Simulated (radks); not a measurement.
The numbers below are computed, except where a source is named.
Problem. All-electron atom: Br- in [Kr]. Level of theory: scalar-relativistic Kohn-Sham, LDA (Slater exchange, VWN5 correlation), spin-polarised, spherical densities, point nucleus; hard spherical wall at 20 bohr (a radial shooting solver on a logarithmic mesh with Libxc functionals). Some entries of the table are withheld. Estimate them.

orbital  occ.  eigenvalue (eV)  <r> (bohr)  r(max) (bohr)
1s          2        -13286.92     0.04280        0.02795
2s          2        -1721.567      0.1898         0.1594
2p          6        -1518.870      0.1656         0.1274
3s          2        -228.2350         (1)         0.4846
3p          6        -164.2490      0.5650         0.4812
3d         10         -58.0452      0.5911            (2)
4s          2              (3)       1.700          1.418
4p          6          -0.0234       2.331          1.695
5s          0              (4)       12.45          13.34
5p          0           2.6632       13.21          13.92
4d          0           3.0043       13.73          14.39

Solution. 
(1) 3s <r> (bohr): 0.5526
(2) 3d r(max) (bohr): 0.4296
(3) 4s eigenvalue (eV): -11.8030
(4) 5s eigenvalue (eV): 2.4359
